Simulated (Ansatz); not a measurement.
One geometry of the cluster MnCl₂⁺, several levels of theory.

```yaml
crystal:
  periodic: [false, false, false]
  atoms:
    - {symbol: Mn, position_ang: [0.000009, -0.000004, -0.000015]}
    - {symbol: Cl, position_ang: [-1.787557, 1.146975, -0.387247]}
    - {symbol: Cl, position_ang: [1.787548, -1.146971, 0.387262]}
basis:
  gaussian: {orbitals: def2-TZVP}
total_charge: 1
magnetization: {spin_polarized: true, initial_magnetization: 2}
hamiltonian: {xc: pbe0, dispersion: d4}
scf: {omitted_lower_state_checks: [starts]}
output: {orbitals: {seedname: orbitals}}
```

The file start.molden holds the orbitals of an earlier run on this structure, at another level or in another basis.

```sh
$ ansatz run in.yaml --threads 4 --pin off --events-out ev --progress --plain --max-ram 3916MiB
```

Output, abridged:

```
Functional definition: PBE0
844 factors; integrals over basis functions are off by at most 8.0e-4 eV
mean field evaluation 1: about -56243.8268 eV, gradient 2.0e2 eV
mean field evaluation 2: about -55837.6378 eV, gradient 3.5e2 eV
mean field evaluation 4: about -56340.5055 eV, gradient 2.2e1 eV
mean field evaluation 8: about -56343.0217 eV, gradient 1.4e0 eV
mean field evaluation 16: about -56343.8862 eV, gradient 2.0e-1 eV
mean field evaluation 32: about -56343.9014 eV, gradient 5.5e-6 eV
mean field -56343.90137207 eV, -2070.6001841555 hartree, gradient 5.5e-6 eV, S^2 3.470653; 0 other end points of the search recorded, 0 dependent functions left out
reference -56343.90140097 eV, -2070.6001852176 hartree; 30, 28 occupied and 89, 91 virtual orbitals, 844 factors
Total energy: -56343.95660399 eV, -2070.6022138912 hartree
Checks for a lower state left out: starts
```

Hardware: 4 threads of Arm Neoverse V1 on a shared host. Wall time 17 s.

The first input with `gaussian: {orbitals: def2-TZVP, initial_orbitals: start.molden}`, `hamiltonian: {xc: pbe, dispersion: d4}` (abridged; 4.5 s):

```
Functional definition: PBE
mean field evaluation 16: about -56342.3199 eV, gradient 2.4e-5 eV
mean field -56342.31986289 eV, -2070.5420647651 hartree, gradient 4.7e-6 eV, S^2 3.039389
Total energy: -56342.38421477 eV, -2070.5444296531 hartree
Checks for a lower state left out: starts
```

The first input with `gaussian: {orbitals: def2-TZVP, initial_orbitals: start.molden}`, `hamiltonian: {xc: r2scan, dispersion: d4}` (abridged; 62 s):

```
Functional definition: r2SCAN
mean field evaluation 16: about -56356.3352 eV, gradient 1.5e-5 eV
mean field evaluation 32: about -56356.3344 eV, gradient 4.5e-2 eV
mean field -56356.33522750 eV, -2071.0571199147 hartree, gradient 6.5e-6 eV, S^2 3.182885; 1 other end points of the search recorded, 0 dependent functions left out
Total energy: -56356.34915759 eV, -2071.0576318359 hartree
Checks for a lower state left out: starts
```

Geometry: B3LYP-D4/def2-TZVP, that of the neutral doublet.

At PBE0-D4/def2-TZVP, PBE-D4/def2-TZVP, r2SCAN-D4/def2-TZVP the charge 1 triplet is spin-contaminated (final ⟨S²⟩ up to 3.47, 2.00 for a pure state). The structure comes from a short search, and lower isomers may exist.
